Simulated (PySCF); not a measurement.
# What a mistake does to a calculation on BH6NSi2

These are calculations, not measurements. The program is PySCF 2.14.0, an open-source quantum chemistry code, run on an isolated molecule that a program drew, which may never have been made. The molecule is BH6NSi2 (charge 0, singlet), drawn as the SMILES string `[SiH]BN[SiH3]`.

Each row is a Hartree-Fock (HF) and frozen-core CCSD(T) single point in the cc-pV(D+d)Z basis, meant for a local HF minimum. Run 1 is clean. Each other run has one planted mistake out of seven kinds, and not every kind appears here: one electron removed, one electron added, multiplicity raised by two, geometry at a saddle point, minimal basis STO-3G, one bond length entered in bohr, all coordinates scaled. The reference is restricted for singlets and unrestricted otherwise, and also for a bond in bohr. Adding or removing an electron swaps singlet and doublet. Electrons count all cores. HOMO and LUMO are orbital energies over both spins, the gradient is its largest component, and the lowest frequency (negative if imaginary) is given only where the gradient is small. Bond lengths are over the 9 bonds as drawn. T1 is the CCSD diagnostic: over 0.02 (restricted) or 0.045 (unrestricted) a single reference is doubtful.

Geometry of the clean run:
```xyz
10
BH6NSi2, angstrom
Si   -1.0231    0.8851   -2.3121
B    -1.0311    0.0729   -0.4287
N    -1.2173   -1.2754   -0.0560
Si   -1.2363   -1.9502    1.5583
H     0.4941    0.9013   -2.3921
H    -0.9004    0.8800    0.4663
H    -1.3374   -1.9414   -0.7979
H    -1.1870   -0.8396    2.5259
H    -0.0806   -2.8533    1.7659
H    -2.4677   -2.7497    1.7543
```

```
run  electrons  basis functions  <S^2>  HOMO (eV)  LUMO (eV)  gradient (hartree/bohr)  lowest frequency (cm^-1)  mean bond (Å)  longest bond (Å)      T1  HF (hartree)  CCSD(T) (hartree)                 mistake
  1         46              104  0.000      -8.32       0.58                  3.6e-05                        40         1.4871             2.051  0.0153    -660.48466         -660.99750                no fault
  2         47              104  0.769      -0.96       7.15                  2.7e-02                         -         1.4871             2.051  0.0178    -660.49066         -661.01409      one electron added
  3         46               34  0.000      -5.22       6.44                  3.6e-02                         -         1.4871             2.051  0.0171    -652.78888         -653.00793    minimal basis STO-3G
  4         46              104  0.000      -8.42       0.43                  4.2e-02                         -         1.5942             2.199  0.0174    -660.44479         -660.96820  all coordinates scaled
  5         46              104  2.015      -7.84       0.49                  2.5e-02                         -         1.4871             2.051  0.0186    -660.47077         -660.96397                       ?
```

**Which mistake was planted in run 5, and what did it cost?**

Electrons, basis and geometry are unchanged, and <S^2> is 2.015, beside S(S+1) = 2.00 for a multiplicity of 3. So the mistake is: multiplicity raised by two. Subtracting run 1 and multiplying by 627.51 kcal/mol a hartree, the energy moved by 8.7 kcal/mol in HF and 21.0 kcal/mol in CCSD(T).

